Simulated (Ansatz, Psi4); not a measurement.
Ansatz (an electronic-structure program) was given this input:
Ansatz 0.2 input:
```yaml
crystal:
  periodic: [false, false, false]
  atoms:
    - {symbol: C, position_ang: [-0.58697625, 1.20935650, 0.59090442]}
    - {symbol: C, position_ang: [-0.00874044, 0.08802893, -0.26351798]}
    - {symbol: C, position_ang: [1.43871210, -0.29305842, 0.02182977]}
    - {symbol: N, position_ang: [-0.85591561, -1.00397376, -0.39613980]}
    - {symbol: H, position_ang: [0.04467706, 2.09162211, 0.54772703]}
    - {symbol: H, position_ang: [-0.64164982, 0.87441774, 1.62797986]}
    - {symbol: H, position_ang: [-1.59209792, 1.48714983, 0.27947297]}
    - {symbol: H, position_ang: [0.06108549, 0.56721119, -1.28005421]}
    - {symbol: H, position_ang: [1.81315739, -1.03846393, -0.67716207]}
    - {symbol: H, position_ang: [1.50386623, -0.71687113, 1.02524213]}
    - {symbol: H, position_ang: [2.08335084, 0.57957615, -0.02499560]}
    - {symbol: H, position_ang: [-0.49159697, -1.92416414, -0.60070036]}
    - {symbol: H, position_ang: [-1.84735550, -0.91862355, -0.21982844]}
basis:
  gaussian:
    orbitals: STO-3G
hamiltonian:
  xc: b3lyp5
total_charge: 1
magnetization: {spin_polarized: true, initial_magnetization: 1}
accuracy: high
```

Write the same job for Psi4.

Several could match; the one computed here: 
```
memory 2 GB

molecule mol {
1 2
C    -0.586976    1.209356    0.590904
C    -0.008740    0.088029   -0.263518
C     1.438712   -0.293058    0.021830
N    -0.855916   -1.003974   -0.396140
H     0.044677    2.091622    0.547727
H    -0.641650    0.874418    1.627980
H    -1.592098    1.487150    0.279473
H     0.061085    0.567211   -1.280054
H     1.813157   -1.038464   -0.677162
H     1.503866   -0.716871    1.025242
H     2.083351    0.579576   -0.024996
H    -0.491597   -1.924164   -0.600700
H    -1.847355   -0.918624   -0.219828
}

set {
  basis sto-3g
  reference uks
  scf_type pk
  puream true
  d_convergence 1e-8
  dft_radial_points 99
  dft_spherical_points 590
}

energy('b3lyp5')
print_variables()
```

Both were run: Ansatz gave -171.952120 Eh and Psi4 -171.952120 Eh, 0.000 mEh apart.
